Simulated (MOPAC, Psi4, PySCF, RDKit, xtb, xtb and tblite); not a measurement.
Two geometries of SMILES c1c(B)cc(cc1)F, relaxed at GFN2-xTB with one dihedral held; other torsions can differ between them too.

Structure A

```
14

B      2.4284     0.0491    -0.2469
C      0.8782     0.0390    -0.1480
C      0.2101     0.9720     0.6521
C     -1.1629     0.9380     0.8162
C     -1.9236    -0.0158     0.1618
C     -1.2672    -0.9363    -0.6348
F     -1.9933    -1.8769    -1.2801
C      0.1053    -0.9387    -0.7795
H      3.0368    -0.8933     0.0807
H      2.9888     1.0264    -0.5581
H      0.7857     1.7316     1.1607
H     -1.6488     1.6655     1.4492
H     -2.9968    -0.0546     0.2609
H      0.5688    -1.6890    -1.4019
```

Structure B

```
14

B      2.4168     0.0355    -0.2433
C      0.8751     0.0423    -0.1076
C      0.1052     1.1397    -0.5195
C     -1.2722     1.1522    -0.4008
C     -1.9361     0.0620     0.1371
C     -1.1847    -1.0261     0.5466
F     -1.8231    -2.0952     1.0731
C      0.1895    -1.0531     0.4346
H      3.0310    -0.8938     0.1089
H      2.9660     0.9611    -0.6984
H      0.6071     1.9977    -0.9412
H     -1.8385     2.0120    -0.7270
H     -3.0097     0.0449     0.2415
H      0.7292    -1.9257     0.7686
```

Problem. Which is lower in energy at the level PBE0-D3(BJ)/def2-SVP // GFN2-xTB (Psi4), and by how much?

Solution. B is lower, by 5.74 kcal/mol (dihedral H9–B1–C2–C3: 120° in A, 180° in B).

E(B) − E(A) in kcal/mol at the other levels, on the same two geometries: GFN2-xTB (xtb and tblite) -2.13; PBE0/def2-SVP // GFN2-xTB (Psi4) -5.73; PBE/def2-SVP // GFN2-xTB (Psi4) -5.87; PBE-D3(BJ)/def2-SVP // GFN2-xTB (Psi4) -5.89; UFF // GFN2-xTB (RDKit) -6.54; PM3, restricted, heats of formation // GFN2-xTB (MOPAC) -2.29; AM1, restricted, heats of formation // GFN2-xTB (MOPAC) -1.20; GFN1-xTB // GFN2-xTB (xtb) -2.43; restricted B3LYP/6-31G*, spherical d, density fitting // GFN2-xTB (PySCF) -6.21; restricted BP86/6-31G*, spherical d, density fitting // GFN2-xTB (PySCF) -6.22; restricted Hartree-Fock/STO-3G // GFN2-xTB (PySCF) -4.42; restricted B3LYP/LANL2DZ // GFN2-xTB (PySCF) -6.63.
